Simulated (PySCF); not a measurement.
## Correlation energy of Ar²⁺ (argon, charge +2)

Starting occupation: [Ne] 3s2 3p4, 3p1/2 with m_j = -1/2, +1/2, 3p3/2 with m_j = +1/2, +3/2. Calculation: PySCF 2.14, in x2c-QZVPPall-2c (9s7p4d2f1g, 73 functions); X2C-1e with screened-nucleus spin-orbit coupling, Gaussian nucleus. Frozen: [Ne]; 6 electrons correlated; the 4 highest virtual spinors left out.

MP2 pair energies summed by pair of shells (mhartree):

```
 pair  energy  share (%)
3p-3s  -70.57       46.6
3p-3p  -69.98       46.2
3s-3s  -10.95        7.2
```

Total MP2 correlation energy: -151.51 mhartree.

The GHF reference relaxed away from the jj start to a determinant that is no pure jj level (⟨S²⟩ = 2.00, ⟨J²⟩ = 6.01); the energies belong to that determinant.
